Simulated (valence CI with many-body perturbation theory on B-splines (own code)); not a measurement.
# Questions on Pd³⁹⁺

Level of theory: valence CI with perturbative core correlation (CI+MBPT): five valence electrons over a frozen Dirac-Fock core [He], radial functions for each j: 9 s, 9 p, 8 d, 6 f, 3 g, 1 h, with the one-electron correlation potential Σ1, the two-electron term Σ2, the three-electron term Σ3, Breit, model QED; selected CI, second order for the rest (own B-spline code, finite nucleus).

No measured spectrum was set against this ion. As an estimate, large intervals hold to a few tenths of a per cent, small ones and those within an open d or f shell to about a per cent. Among the levels kept, up to 1700 cm⁻¹ of a level comes from second order outside the variational space, and about a tenth of that is noise between levels of different J, which matters for small intervals.

Levels are named by their leading jj configuration (3d3/2^4 stands for four electrons in 3d with j = 3/2), which in mixed levels can hold well under half, so a name can repeat and another be missing.

Rates and lifetimes use the calculated energies. Strong lines usually hold to 10 to 20 %, long lifetimes can be off by a factor of two.

Q: What is the ground level?

A: (2s^2 2p1/2^2 2p3/2) J=3/2, composition 44 % 2s2.2p3 2P° + 32 % 2s2.2p3 4S° + 24 % 2s2.2p3 2D°, g = 1.402.

Q: Name the longest-lived excited levels whose lifetime is computed, and their main decay.

A: (2s^2 2p1/2 2p3/2^2) J=5/2 at 12.46 Ry lives 150 ns, mostly by M1 to (2s^2 2p1/2^2 2p3/2) J=3/2; (2s^2 2p1/2 2p3/2^2) J=1/2 at 14.24 Ry lives 33.5 ns, mostly by M1 to (2s^2 2p1/2^2 2p3/2) J=3/2; (2s^2 2p1/2 2p3/2^2) J=3/2 at 11.18 Ry lives 26.5 ns, mostly by M1 to (2s^2 2p1/2^2 2p3/2) J=3/2.

Q: What is the ionisation energy?

A: 5879.1 eV; NIST lists 5880 ± 40 eV (semi-empirical).

Q: Where does the other parity begin?

A: At (2s 2p1/2^2 2p3/2^2) J=5/2, 24.04 Ry.

Q: How well does LS coupling describe the low levels?

A: Among the lowest 20 levels the leading LS term, summed over configurations, holds 65 % on average. For single configurations the figures are 65 % in LS and 97 % in jj coupling. Terms mix most in the J = 3/2 level at 246.01 Ry, where the leading one holds 28 %.

Q: Among levels below 273.75 Ry, which E1 lines absorb most strongly from the ground level?

A: to (2s^2 2p1/2^2 3d5/2) J=5/2 at 0.3623 nm, f = 0.396; to (2s^2 2p3/2^2 3s) J=5/2 at 0.3467 nm, f = 0.285; to (2s^2 2p1/2 2p3/2 3d3/2) J=3/2 at 0.3458 nm, f = 0.270.

Q: What are the static dipole polarisabilities of the lowest levels?

A: (2s^2 2p1/2^2 2p3/2) J=3/2 0.000821 (tensor 0.00014); (2s^2 2p1/2 2p3/2^2) J=3/2 0.00105 (tensor 4.0e-05) bohr³, of which the core gives 1.84e-06.
